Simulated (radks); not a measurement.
Numerical settings for the thulium ion Tm3+, [Xe] 4f12. Method: Dirac Kohn-Sham, BLYP, spin-unpolarised, spherical densities, finite nucleus; open shells fill j = l - 1/2 first; Fermi nuclear charge, rms radius 5.2256 fm; computed with a radial shooting solver on a logarithmic mesh with Libxc functionals. The defaults (mesh step 0.008 in ln r, mesh end at 40 bohr or more with all orbitals vanishing there, Anderson mixing 0.5 over 9 steps, residual threshold near 1e-9 with the energy settled to 1e-9 hartree or 1e-11 of itself, here a cap of 54 iterations) give E = -13579.9641 hartree and 4f7/2 at -34.890 eV in 15 iterations. Run on one thread of a shared host, so times are rough (Arm Neoverse N1): 0.2 s of CPU time, 0.2 s wall, 15 iterations on 2213 mesh points. One setting is changed at a time: mesh step in ln r 0.12; mesh step in ln r 0.08; mesh step in ln r 0.05; mesh end (bohr) 1; mesh end (bohr) 12; residual threshold 0.001; residual threshold 0.1; mixing 0.05; linear mixing, mixing 0.5; linear mixing, mixing 0.2; mixing history 20; iteration cap 2. Which runs fail to converge, and which converge to a wrong energy?

Answer. Not converged within the cap: mesh step in ln r 0.12; mesh step in ln r 0.08; linear mixing, mixing 0.2; iteration cap 2. Settled on a wrong energy, with an occupied level pushed above zero by the early mesh end: mesh end (bohr) 1 (+189 hartree). Apart from these: no run marked as converged misses the energy by more than 1 mhartree.
